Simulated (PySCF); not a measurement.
# Reading the logs of faulty runs: AlBClH4 anion

Calculated results; nothing here was measured. They come from PySCF 2.14.0, an open-source quantum chemistry program, on an isolated molecule that a program drew, which may never have been made. The molecule is AlBClH4 anion (charge -1, singlet), drawn as the SMILES string `[BH2][AlH2-][Cl]`.

Each row is a Hartree-Fock (HF) and frozen-core CCSD(T) single point in the aug-cc-pV(D+d)Z basis, meant for a local HF minimum. Run 1 is clean. Each other run has one planted mistake out of seven kinds, and not every kind appears here: one electron removed, one electron added, multiplicity raised by two, geometry at a saddle point, minimal basis STO-3G, one bond length entered in bohr, all coordinates scaled. The reference is restricted for singlets and unrestricted otherwise, and also for a bond in bohr. Adding or removing an electron swaps singlet and doublet. Electrons count all cores. HOMO and LUMO are orbital energies over both spins, the gradient is its largest component, and the lowest frequency (negative if imaginary) is given only where the gradient is small. Bond lengths are over the 6 bonds as drawn. T1 is the CCSD diagnostic: over 0.02 (restricted) or 0.045 (unrestricted) a single reference is doubtful.

Geometry of the clean run:
```xyz
7
AlBClH4 anion, angstrom
B    -0.5313   -1.6103    2.3834
Al    0.2845   -2.1393    0.4222
Cl   -1.5286   -3.0802   -0.6355
H    -1.0105   -0.5260    2.6654
H    -0.6021   -2.3836    3.3222
H     0.7530   -0.8716   -0.4815
H     1.4523   -3.2702    0.4697
```

| run | electrons | basis functions | <S^2> | HOMO (eV) | LUMO (eV) | gradient (hartree/bohr) | lowest frequency (cm^-1) | mean bond (Å) | longest bond (Å) | T1 | HF (hartree) | CCSD(T) (hartree) | mistake |
|---|---|---|---|---|---|---|---|---|---|---|---|---|---|
| 1 | 40 | 123 | 0.000 | -4.93 | 3.27 | 3.5e-05 | 22 | 1.6964 | 2.300 | 0.0097 | -728.50573 | -728.89555 | no fault |
| 2 | 40 | 123 | 0.000 | -5.12 | 3.25 | 3.4e-02 | - | 1.8474 | 2.505 | 0.0104 | -728.47740 | -728.87037 | all coordinates scaled |
| 3 | 40 | 27 | 0.000 | -1.79 | 12.24 | 3.9e-02 | - | 1.6964 | 2.300 | 0.0062 | -720.23406 | -720.33017 | ? |
| 4 | 39 | 123 | 0.760 | -10.65 | -2.33 | 8.4e-02 | - | 1.6964 | 2.300 | 0.0252 | -728.37374 | -728.73799 | ? |

**Which mistake was planted in run 3, and what did it cost?**

It has 27 basis functions where the clean run has 123, with the same electrons and geometry. So the mistake is: minimal basis STO-3G. Subtracting run 1 and multiplying by 627.51 kcal/mol a hartree, the energy moved by 5190.6 kcal/mol in HF and 5374.9 kcal/mol in CCSD(T).

**Which mistake was planted in run 4, and what did it cost?**

It counts 39 electrons, one fewer than the clean run, at the same geometry and basis. So the mistake is: one electron removed. Subtracting run 1 and multiplying by 627.51 kcal/mol a hartree, the energy moved by 82.8 kcal/mol in HF and 98.9 kcal/mol in CCSD(T).

